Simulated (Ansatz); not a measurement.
System: pyridin-4-ylsilane, C5H7NSi, net charge 0, singlet state. 
Geometry from a B3LYP-D3(BJ)/def2-TZVP (Ansatz, an electronic-structure program) optimisation:
```xyz
14

Si     2.3272    -0.1405     0.0576
C      0.4550    -0.0234     0.0252
C     -0.1995     1.1549    -0.3397
C     -1.5883     1.1855    -0.3748
N     -2.3544     0.1377    -0.0733
C     -1.7359    -0.9888     0.2789
C     -0.3537    -1.1165     0.3431
H      2.8419    -0.5555    -1.2690
H      2.7405    -1.1456     1.0633
H      2.8986     1.1832     0.3951
H      0.3579     2.0490    -0.5917
H     -2.1086     2.0952    -0.6558
H     -2.3752    -1.8305     0.5244
H      0.0789    -2.0629     0.6442
```
Charge 0, spin multiplicity 1.

Total electronic energies in hartree. Valence correlation only, unless marked. No spin-orbit coupling. No relativistic terms. Basis-set limits of correlation are two-point, X^-3; Hartree-Fock from the larger set.

The Hartree-Fock reference is unstable (checked in the largest basis), which strains HF and MP2. 

| level | program | energy (Eh) |
|---|---|---|
| HF/cc-pV(T+d)Z | Ansatz | -536.88655 |
| r2SCAN/def2-TZVPD | Ansatz | -538.90074 |
| r2SCAN-D3(BJ)/def2-TZVPD | Ansatz + dftd3 | -538.90491 |
| B3LYP-D3(BJ)/def2-TZVPD | Ansatz + dftd3 | -539.12669 |
| PBE0/6-31G* | Ansatz | -538.53698 |
| PBE0/def2-TZVP | Ansatz | (withheld) |
| RPA@PBE/cc-pV(T+d)Z | Ansatz | -538.61537 |
| MP2/STO-3G | Ansatz | -530.80837 |
| RI-MP2/cc-pV(Q+d)Z | Ansatz | -538.08467 |
| RI-MP2/CBS(cc-pV(T+d)Z,cc-pV(Q+d)Z) | Ansatz | -538.1369 |
| SCS-MP2/STO-3G | Ansatz | -530.81802 |
| SCS-MP2/cc-pV(D+d)Z | Ansatz | -537.70262 |
| SCS-MP2/aug-cc-pV(T+d)Z | Ansatz | -538.00290 |
| CCSD/cc-pV(D+d)Z | Ansatz | -537.77355 |
| CCSD(T)/CBS(cc-pV(T+d)Z,cc-pV(Q+d)Z) | Ansatz | -538.2173 |

Q: Some entries are withheld; supply them.

A: 
- PBE0/def2-TZVP, energy (Eh): -538.65015
